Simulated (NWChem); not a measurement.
System: HTeSeBr; SMILES [Te](Br)[SeH]

```xyz
4

Te     0.8984    -0.0230     0.0055
Br    -0.6517     2.0229     0.0072
Se    -0.6780    -1.9854     0.0269
H     -0.8529    -2.1015    -1.4509
```
Atoms are numbered in this order, from 1.

Results from NWChem. Geometry: optimised at PBE-D3(BJ)/def2-SVP. def2 effective core potentials on Te; no spin-orbit coupling. Level B3LYP/def2-SVP: energy and gradient on several grids; changes count from the extra-fine grid, which is no exact limit either.

```
grid     size of the energy change (μHa)  largest change of a gradient component (μHa/bohr)
-------  -------------------------------  -------------------------------------------------
xcoarse                              500                                              10000
coarse                                50                                                900
medium                                10                                                100
fine                                < 10                                               < 30
xfine                               < 10                                               < 30
```
